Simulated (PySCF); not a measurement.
Vertical excitations of a molecule C₆H₁₀ from TDDFT-PBE0/def2-SVPD in PySCF, as energy in eV (oscillator strength): 6.34 (0.000), 6.63 (0.021), 6.64 (0.006), 6.76 (0.000), 6.76 (0.022), 7.51 (0.195), 7.59 (0.000), 7.66 (0.003), 7.79 (0.019), 8.19 (0.116). Lowest triplet (TDA): 5.28 eV. Geometry optimised at B3LYP-D3(BJ)/def2-SVP. One conformer was computed; it need not be the lowest.

Q: Which molecule gave these data?
A) CCC#CCC
B) C[C@H]1C=CCC1
C) C=C=CC(C)C
D) CC1CC=CC1

A: A, CCC#CCC
